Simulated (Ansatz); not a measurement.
Cd6H18Se6, 30 atoms. Hardware: 2 threads of AMD EPYC 7R13 on a shared host and a share (18 GiB) of an NVIDIA H100 80GB HBM3.

In the def2 sets Cd takes a core potential; there is no spin–orbit coupling. Single mean-field runs in def2-SVP, def2-TZVP are fitted with def2-universal-jkfit.

(1) How many basis functions does each of these Ansatz runs have, and roughly what does it cost? PBE-D4/def2-TZVP, charge 1 doublet at the geometry of the charge 0 singlet, energy, from earlier orbitals; PBE-D4/def2-TZVP, charge -1 doublet at the geometry of the charge 0 singlet, energy, from earlier orbitals; PBE with 35 % exact exchange/def2-SVP, charge 0 singlet, energy, from earlier orbitals; PBE0-D4/def2-TZVP, charge 1 doublet at the geometry of the charge 0 singlet, energy; PBE0-D4/def2-TZVP, charge 0 triplet at the geometry of the charge 0 singlet, energy; PBE with 10 % exact exchange/def2-SVP, charge 0 singlet, energy, from earlier orbitals; PBE0-D4/def2-TZVP, charge 0 singlet, energy, from earlier orbitals; r2SCAN-D4/def2-TZVP, charge 0 singlet, energy, from earlier orbitals; PBE0-D4/def2-SVP, charge 0 singlet, energy, from earlier orbitals; PBE-D4/def2-SVP, charge 0 singlet, energy, from earlier orbitals; r2SCAN-D4/def2-SVP, charge 0 singlet, relaxation, 18 steps; PBE with 15 % exact exchange/def2-SVP, charge 0 singlet, energy, from earlier orbitals.

## Answers

(1) Other jobs shared the machine, so times can vary by a factor of up to 3. A dash marks memory too small to be measured apart from the calling script's.

```
                                                                                                       run  functions  fitting or Cholesky vectors  wall time  peak host memory (GiB)
                    PBE with 15 % exact exchange/def2-SVP, charge 0 singlet, energy, from earlier orbitals        468                         3450      4.1 s                       –
                    PBE with 35 % exact exchange/def2-SVP, charge 0 singlet, energy, from earlier orbitals        468                         3450        6 s                       –
                                        PBE0-D4/def2-TZVP, charge 0 singlet, energy, from earlier orbitals        636                         3450        7 s                       –
                                         PBE0-D4/def2-SVP, charge 0 singlet, energy, from earlier orbitals        468                         3450        7 s                       –
                    PBE with 10 % exact exchange/def2-SVP, charge 0 singlet, energy, from earlier orbitals        468                         3450      7.5 s                       –
                                      r2SCAN-D4/def2-TZVP, charge 0 singlet, energy, from earlier orbitals        636                         3450      7.5 s                     1.1
                                          PBE-D4/def2-SVP, charge 0 singlet, energy, from earlier orbitals        468                         3450       11 s                       –
 PBE-D4/def2-TZVP, charge 1 doublet at the geometry of the charge 0 singlet, energy, from earlier orbitals        636                         3450       17 s                     1.3
PBE-D4/def2-TZVP, charge -1 doublet at the geometry of the charge 0 singlet, energy, from earlier orbitals        636                         3450       17 s                     1.3
                       PBE0-D4/def2-TZVP, charge 0 triplet at the geometry of the charge 0 singlet, energy        636                         3450       32 s                     1.4
                       PBE0-D4/def2-TZVP, charge 1 doublet at the geometry of the charge 0 singlet, energy        636                         3450       35 s                     1.4
                                                r2SCAN-D4/def2-SVP, charge 0 singlet, relaxation, 18 steps        468                         3450       97 s                     1.2
```
